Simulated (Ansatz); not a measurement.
C7H14 can be A, `C[C@@H]1CC[C@@H](C)C1`, or B, `C=C(CC)C(C)C`.

Isolated molecules relaxed with PBE0-D4/def2-TZVP in Ansatz; ΔE leaves out vibrations. CCSD(T)/CBS adds triple-zeta CCSD(T) − MP2 to the extrapolated MP2 energy (def2 sets, frozen cores). DFT in def2-TZVPP. B3LYP here is the variant with VWN-RPA as its local correlation; programs differ in this. Each species was taken in one conformer, which may not be the lowest.

Task: Which is lower in electronic energy at CCSD(T)/CBS, and by how much? (Best estimate.)

Result: Ansatz gave: A, by 62.0 kJ/mol.

Task: Give E(B) − E(A) in kJ/mol with PBE0-D4, B3LYP, HF/def2-TZVPP, CCSD/def2-TZVPP, CCSD(T)/def2-TZVPP, r2SCAN-D4, B2PLYP. (An estimate is asked.)

Result: The calculation gave: PBE0-D4 75.3, B3LYP 49.5, HF/def2-TZVPP 55.7, CCSD/def2-TZVPP 65.5, CCSD(T)/def2-TZVPP 63.0, r2SCAN-D4 64.0, B2PLYP 55.8. None reverses the order clearly.

Largest T1 diagnostic: 0.009.

At CCSD(T), def2-SVP lies +5.9 kJ/mol from the extrapolated value and def2-TZVPP +1.0 kJ/mol. From r2SCAN to r2SCAN0 (25 % exact exchange), in def2-TZVPP and without D4, E(B) − E(A) moves by +9.0 kJ/mol.
